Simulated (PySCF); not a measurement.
# Torsional scan of SMILES ClC(CC(C)=O)Cl, C$_{4}$H$_{6}$Cl$_{2}$O

Every point has one dihedral held and the rest relaxed. First point, dihedral C2–C4–C5–Cl7 = 0°. Cartesian coordinates in Å; atom numbers follow the order of the lines, from 1:
```xyz
13

C    -1.7230    0.2102    0.1135
C    -0.8262    0.0607   -1.0830
O    -1.1954   -0.3352   -2.1524
C     0.6217    0.5196   -0.8483
C     1.4929   -0.5916   -0.2555
Cl    2.8884   -0.9501   -1.3014
Cl    0.5688   -2.1057   -0.0080
H    -1.9633    1.2667    0.2295
H    -1.2272   -0.1279    1.0188
H    -2.6459   -0.3427   -0.0381
H     0.6269    1.3783   -0.1770
H     1.0305    0.8182   -1.8150
H     1.8992   -0.3251    0.7214
```

Method: GIAO BHandHLYP/pcSseg-1 magnetisability, rotational g tensor and spin-rotation constants, non-relativistic, gas phase (PySCF 2.14.0). Geometry: GFN2-xTB, dihedral held.

How does the isotropic susceptibility follow that dihedral, the rest relaxed?


| dihedral (°) | χ, cgs (10⁻⁶ cm³/mol) | magnetisability anisotropy (10⁻³⁰ J/T²) |
| --- | --- | --- |
| 0 | -76.1 | 326 |
| 90 | -77.8 | 396 |
| 135 | -77.8 | 437 |
| 180 | -77.6 | 338 |
| 225 | -75.8 | 200 |
| 315 | -76.4 | 305 |
